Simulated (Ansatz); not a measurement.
Computed with Ansatz on PBE0-D4/def2-TZVP structures; ΔE is electronic, products minus reactants. CCSD(T)/CBS is the MP2 limit (def2-TZVPP, def2-QZVPP) plus CCSD(T) − MP2 in def2-TZVPP, frozen cores. This one scheme is used for every species. Functionals use def2-TZVPP. B3LYP here is the variant with VWN-RPA as its local correlation; programs differ in this. HSE06 is defined as in plane-wave codes. def2 core potentials past Kr. For I outer-core shells are correlated without core-valence functions, which leaves a few kJ/mol of doubt a bond. Each species was taken in one conformer, which may not be the lowest.

Consider the substitution at a C–B bond: `BC(=C)S` + HI → `C=C(S)I` + BH₃.

| level | ΔE (kcal/mol) | difference from CCSD(T)/CBS |
| --- | --- | --- |
| LDA (SPW92) | 23.8 | 4.6 |
| PBE-D4 | 20.9 | 1.7 |
| revPBE-D4 | 20.2 | 1.0 |
| r2SCAN-D4 | 21.5 | 2.3 |
| B97M-V | 22.4 | 3.2 |
| PBE0-D4 | 21.4 | 2.2 |
| B3LYP-D4 | 20.5 | 1.3 |
| r2SCANh-D4 | 21.7 | 2.5 |
| r2SCAN0-D4 | 22.0 | 2.8 |
| HSE06-D4 | 21.4 | 2.2 |
| BHLYP-D4 | 20.8 | 1.6 |
| CAM-B3LYP-D4 | 21.7 | 2.5 |
| ωB97X-V | 20.6 | 1.4 |
| ωB97M-V | 21.1 | 1.9 |
| B2PLYP | 20.4 | 1.2 |
| PBE-QIDH | 20.7 | 1.5 |
| PBE | 21.7 | 2.5 |
| revPBE | 21.0 | 1.8 |
| r2SCAN | 21.6 | 2.4 |
| PBE0 | 22.1 | 2.9 |
| B3LYP | 21.8 | 2.6 |
| r2SCANh | 21.8 | 2.6 |
| r2SCAN0 | 22.1 | 2.9 |
| HSE06 | 22.0 | 2.8 |
| BHLYP | 22.5 | 3.3 |
| CAM-B3LYP | 22.4 | 3.2 |
| LC-ωPBE | 21.7 | 2.5 |
| RPA@PBE/def2-TZVPP | 19.6 | 0.4 |
| HF/def2-SVP | 25.0 | 5.8 |
| CCSD/def2-SVP | 23.6 | 4.4 |
| CCSD(T)/def2-SVP | 23.4 | 4.2 |
| HF/def2-TZVPP | 22.6 | 3.4 |
| SCS-MP2/def2-TZVPP | 17.9 | -1.3 |
| CCSD/def2-TZVPP | 20.8 | 1.6 |
| HF/def2-QZVPP | 22.5 | 3.3 |
| MP2/def2-QZVPP | 17.1 | -2.1 |
| SCS-MP2/def2-QZVPP | 17.4 | -1.8 |
| HF/CBS(def2) | 22.5 | 3.3 |
| MP2/CBS(def2) | 16.7 | -2.5 |
| CCSD/CBS(def2) | 19.7 | 0.5 |
| CCSD(T)/CBS | 19.2 | 0 |

Largest T1 diagnostic among the species: 0.012.

Leaving LDA and LC-ωPBE aside and taking each functional with its dispersion term where it has one, the values, not all of them listed here, spread over 2.6 kcal/mol, from BLYP-D4 to B97M-V. LDA lies +2.2 kcal/mol from PBE without D4. At CCSD(T), def2-SVP lies +4.2 kcal/mol from the extrapolated value and def2-TZVPP +1.0 kcal/mol.
